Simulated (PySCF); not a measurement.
Input for PySCF: R-BP86/6-31G* on BH3O (SMILES BO), a point of a torsion scan.

```python
from pyscf import gto, scf, dft, mp
from pyscf.data.elements import chemcore

mol = gto.M(
    atom='''
    B    -0.42415811   -0.00175002    0.09490443
    O     0.84185592   -0.37619986    0.24918776
    H    -1.19913120   -0.85034442   -0.14016124
    H    -0.73879951    1.13682854    0.03547146
    H     1.53218526    0.24675969    0.02505486
    ''',
    basis='6-31g*',
    cart=True,
    charge=0, spin=0, verbose=3, max_memory=1800)
mf = dft.RKS(mol, xc='b88,p86')
mf.conv_tol = 1e-8
mf.max_cycle = 100
mf.kernel()
if not mf.converged:
    mf = mf.newton().run(mf.mo_coeff, mf.mo_occ)
```

Output:

```
converged SCF energy = -101.886009043064
```

The calculation finished and met its thresholds.

Cost: very roughly 5 core-seconds.
